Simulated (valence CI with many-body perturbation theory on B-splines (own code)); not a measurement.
## E1 transitions of Pt⁵⁺

Level of theory: configuration interaction combined with many-body perturbation theory (CI+MBPT): five valence electrons over a frozen Dirac-Fock core [Xe] 4f14, a basis of 7 s, 7 p, 8 d, 6 f, 4 g, 1 h functions for each j, with the one-electron correlation potential Σ1, the two-electron term Σ2, the three-electron term Σ3, Breit, model QED; selected CI, second order for the rest (own B-spline code, finite nucleus).

No measured spectrum was set against this ion. As an estimate, terms of the open shell hold to 2 to 4 % of their energy, and close levels can change places; different configurations can be misplaced against each other by 1,000 to 8,000 cm⁻¹. Among the levels kept, up to 2100 cm⁻¹ of a level comes from second order outside the variational space, and about a tenth of that is noise between levels of different J, which matters for small intervals.

Lines 201 to 250 of 553 in falling wavelength, among levels below 33.108 eV, chosen from the strongest by gf and those to the six lowest levels. Wavelengths and rates use the calculated energies, so an error of 2000 cm⁻¹ moves a line at 979.8 Å by 2 % and its rate by three times that or more. Electric multipoles are in the length gauge, E1 and E2 with the static RPA response of the core. Weak lines are less certain than strong ones. Lines between different terms over intervals too small for the method are left out, as are lines whose strength nearly cancels. Where a level lies close to another of its J and parity, the split of strength between their lines is uncertain. The highest levels of a list are the least certain.

Levels are named by their leading jj configuration (3d3/2^4 stands for four electrons in 3d with j = 3/2), which in mixed levels can hold well under half, so a name can repeat and another be missing. Letters in brackets count levels of one name in rising energy.

```csv
λ vac (Å),Upper,Lower,A (s⁻¹),S (a.u.)
979.8,(5d3/2^2 5d5/2^2 6p3/2) J=9/2 [e],(5d3/2^2 5d5/2^2 6s) J=7/2 [d],6.05e+08,2.81e+00
978.4,(5d3/2 5d5/2^3 6p3/2) J=7/2 [d],(5d3/2^2 5d5/2^2 6s) J=5/2 [f],2.99e+08,1.11e+00
977.7,(5d3/2^2 5d5/2^2 6p3/2) J=5/2 [b],(5d3/2^2 5d5/2^2 6s) J=3/2 [a],5.33e+08,1.48e+00
977.6,(5d3/2^2 5d5/2^2 6p3/2) J=11/2 [d],(5d3/2^2 5d5/2^2 6s) J=9/2 [d],1.26e+09,6.94e+00
977.0,(5d3/2 5d5/2^3 6p1/2) J=3/2 [a],(5d3/2^2 5d5/2^2 6s) J=1/2 [a],4.07e+08,7.50e-01
976.8,(5d3/2^2 5d5/2^2 6p1/2) J=9/2 [b],(5d3/2^2 5d5/2^2 6s) J=7/2 [a],1.50e+08,6.90e-01
976.8,(5d3/2^2 5d5/2^2 6p3/2) J=9/2 [b],(5d3/2^3 5d5/2 6s) J=7/2 [b],1.00e+09,4.61e+00
975.2,(5d3/2^2 5d5/2^2 6p3/2) J=13/2 [a],(5d3/2^2 5d5/2^2 6s) J=13/2,2.57e+08,1.65e+00
973.8,(5d3/2 5d5/2^3 6p1/2) J=7/2 [c],(5d3/2^2 5d5/2^2 6s) J=9/2 [b],4.26e+08,1.55e+00
973.6,(5d3/2^2 5d5/2^2 6p3/2) J=9/2 [e],(5d3/2^2 5d5/2^2 6s) J=7/2 [c],4.00e+08,1.82e+00
973.0,(5d3/2 5d5/2^3 6p3/2) J=13/2,(5d3/2 5d5/2^3 6s) J=11/2 [a],1.94e+09,1.24e+01
972.9,(5d3/2^2 5d5/2^2 6p3/2) J=9/2 [g],(5d3/2 5d5/2^3 6s) J=7/2 [a],3.48e+08,1.58e+00
972.6,(5d3/2^2 5d5/2^2 6p3/2) J=11/2 [b],(5d3/2^2 5d5/2^2 6s) J=9/2 [c],8.98e+08,4.89e+00
972.0,(5d3/2^2 5d5/2^2 6p3/2) J=3/2 [f],(5d3/2^2 5d5/2^2 6s) J=1/2 [b],6.34e+08,1.15e+00
971.9,(5d3/2^3 5d5/2 6p3/2) J=9/2,(5d3/2^3 5d5/2 6s) J=7/2 [a],4.83e+08,2.19e+00
971.7,(5d3/2^2 5d5/2^2 6p3/2) J=11/2 [a],(5d3/2^2 5d5/2^2 6s) J=13/2,1.52e+08,8.23e-01
971.4,(5d3/2^3 5d5/2 6p3/2) J=7/2,(5d3/2^3 5d5/2 6s) J=7/2 [a],1.05e+09,3.80e+00
971.1,(5d3/2^3 5d5/2 6p3/2) J=5/2 [a],(5d3/2^2 5d5/2^2 6s) J=5/2 [a],2.55e+08,6.90e-01
970.6,(5d3/2 5d5/2^3 6p1/2) J=11/2 [a],(5d3/2^2 5d5/2^2 6s) J=9/2 [a],7.56e+08,4.10e+00
967.2,(5d3/2^2 5d5/2^2 6p3/2) J=3/2 [b],(5d3/2^3 5d5/2 6s) J=3/2 [b],4.52e+08,8.08e-01
966.9,(5d3/2^2 5d5/2^2 6p3/2) J=7/2 [f],(5d3/2^2 5d5/2^2 6s) J=5/2 [d],3.07e+08,1.09e+00
966.7,(5d3/2 5d5/2^3 6p1/2) J=9/2 [b],(5d3/2^2 5d5/2^2 6s) J=9/2 [a],5.99e+08,2.67e+00
966.1,(5d3/2^2 5d5/2^2 6p3/2) J=9/2 [c],(5d3/2^2 5d5/2^2 6s) J=9/2 [b],2.48e+08,1.10e+00
965.9,(5d3/2^2 5d5/2^2 6p3/2) J=7/2 [e],(5d3/2^2 5d5/2^2 6s) J=5/2 [c],2.74e+08,9.77e-01
964.3,(5d3/2^2 5d5/2^2 6p3/2) J=5/2 [c],(5d3/2^2 5d5/2^2 6s) J=3/2 [b],1.55e+09,4.11e+00
963.4,(5d3/2^2 5d5/2^2 6p3/2) J=9/2 [f],(5d3/2^2 5d5/2^2 6s) J=7/2 [d],1.71e+08,7.54e-01
963.3,(5d3/2^2 5d5/2^2 6p3/2) J=11/2 [c],(5d3/2^2 5d5/2^2 6s) J=11/2 [b],2.29e+08,1.21e+00
960.7,(5d3/2 5d5/2^3 6p1/2) J=5/2 [b],(5d3/2^2 5d5/2^2 6s) J=5/2 [b],3.49e+08,9.16e-01
960.6,(5d3/2^2 5d5/2^2 6p1/2) J=11/2 [b],(5d3/2^3 5d5/2 6s) J=9/2,1.33e+09,7.00e+00
960.2,(5d3/2^2 5d5/2^2 6p3/2) J=3/2 [d],(5d3/2^2 5d5/2^2 6s) J=5/2 [b],1.26e+09,2.20e+00
960.0,(5d3/2^2 5d5/2^2 6p3/2) J=7/2 [d],(5d3/2^3 5d5/2 6s) J=7/2 [b],6.32e+08,2.21e+00
959.6,(5d3/2^2 5d5/2^2 6p3/2) J=15/2,(5d3/2^2 5d5/2^2 6s) J=13/2,2.43e+09,1.70e+01
957.4,(5d3/2^2 5d5/2^2 6p3/2) J=9/2 [f],(5d3/2^2 5d5/2^2 6s) J=7/2 [c],1.34e+09,5.79e+00
957.1,(5d3/2^2 5d5/2^2 6p3/2) J=9/2 [e],(5d3/2^2 5d5/2^2 6s) J=9/2 [c],6.09e+08,2.63e+00
956.8,(5d3/2^2 5d5/2^2 6p3/2) J=5/2 [g],(5d3/2 5d5/2^3 6s) J=7/2 [a],3.05e+08,7.92e-01
955.7,(5d3/2^2 5d5/2^2 6p3/2) J=1/2 [c],(5d3/2^2 5d5/2^2 6s) J=3/2 [c],1.01e+09,8.68e-01
954.6,(5d3/2^2 5d5/2^2 6p3/2) J=11/2 [d],(5d3/2^2 5d5/2^2 6s) J=11/2 [b],1.92e+08,9.91e-01
954.2,(5d3/2 5d5/2^3 6p1/2) J=11/2 [b],(5d3/2^2 5d5/2^2 6s) J=9/2 [a],7.18e+08,3.70e+00
953.7,(5d3/2^2 5d5/2^2 6p3/2) J=9/2 [f],(5d3/2^2 5d5/2^2 6s) J=11/2 [b],2.75e+08,1.18e+00
952.6,(5d3/2^3 5d5/2 6p1/2) J=5/2,(5d3/2^3 5d5/2 6s) J=3/2 [a],3.37e+08,8.62e-01
951.5,(5d3/2^2 5d5/2^2 6p3/2) J=7/2 [g],(5d3/2^2 5d5/2^2 6s) J=5/2 [d],1.61e+09,5.48e+00
951.4,(5d3/2^2 5d5/2^2 6p3/2) J=13/2 [b],(5d3/2^2 5d5/2^2 6s) J=13/2,8.63e+08,5.14e+00
951.4,(5d3/2^2 5d5/2^2 6p3/2) J=9/2 [d],(5d3/2^2 5d5/2^2 6s) J=9/2 [b],9.90e+08,4.21e+00
951.3,(5d3/2^2 5d5/2^2 6p3/2) J=7/2 [i],(5d3/2^2 5d5/2^2 6s) J=9/2 [d],2.57e+08,8.74e-01
950.8,(5d3/2^2 5d5/2^2 6p3/2) J=11/2 [c],(5d3/2^2 5d5/2^2 6s) J=9/2 [c],7.08e+08,3.61e+00
950.4,(5d3/2^2 5d5/2^2 6p3/2) J=5/2 [g],(5d3/2^2 5d5/2^2 6s) J=5/2 [e],3.42e+08,8.70e-01
948.8,(5d3/2 5d5/2^3 6p1/2) J=5/2 [e],(5d3/2^2 5d5/2^2 6s) J=3/2 [c],3.48e+08,8.79e-01
948.1,(5d3/2^2 5d5/2^2 6p3/2) J=5/2 [e],(5d3/2^2 5d5/2^2 6s) J=5/2 [d],6.12e+08,1.54e+00
948.1,(5d3/2 5d5/2^3 6p1/2) J=9/2 [d],(5d3/2 5d5/2^3 6s) J=7/2 [a],1.73e+08,7.26e-01
947.4,(5d3/2^2 5d5/2^2 6p3/2) J=13/2 [a],(5d3/2^2 5d5/2^2 6s) J=11/2 [a],1.98e+09,1.16e+01
```
